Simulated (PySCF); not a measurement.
**Working with the constants of CoN**

PBE constants of CoN, ⁵Δ (quintet), unpaired electrons σ ↑, π ↑↑, δ ↑ (PySCF, no relativity, basis sets Co def2-TZVPPD, N def2-TZVPPD; masses 58.9332 and 14.0031 u):

* ωe: 870.1 cm⁻¹
* ωexe: 6.73 cm⁻¹
* Be: 0.57694 cm⁻¹
* αe: 0.00539 cm⁻¹
* D (centrifugal): 1.01e-06 cm⁻¹

Q: Give the vibrational terms G(v) and spacings up to v = 6.

A: G(v) = ωe(v+½) − ωexe(v+½)².

| v | G(v) (cm⁻¹) | G(v) − G(v−1) | Bv (cm⁻¹) |
| --- | --- | --- | --- |
| 0 | 433 |  | 0.5742 |
| 1 | 1290 | 857 | 0.5689 |
| 2 | 2133 | 843 | 0.5635 |
| 3 | 2963 | 830 | 0.5581 |
| 4 | 3779 | 816 | 0.5527 |
| 5 | 4582 | 803 | 0.5473 |
| 6 | 5371 | 789 | 0.5419 |

De is left out where the level can put another filling of the metal’s s and d shells below the measured ground configuration, by anything from nothing to about 1 eV. With d or f electrons several states lie close, and the lowest PBE0 determinant need not be the measured ground state.
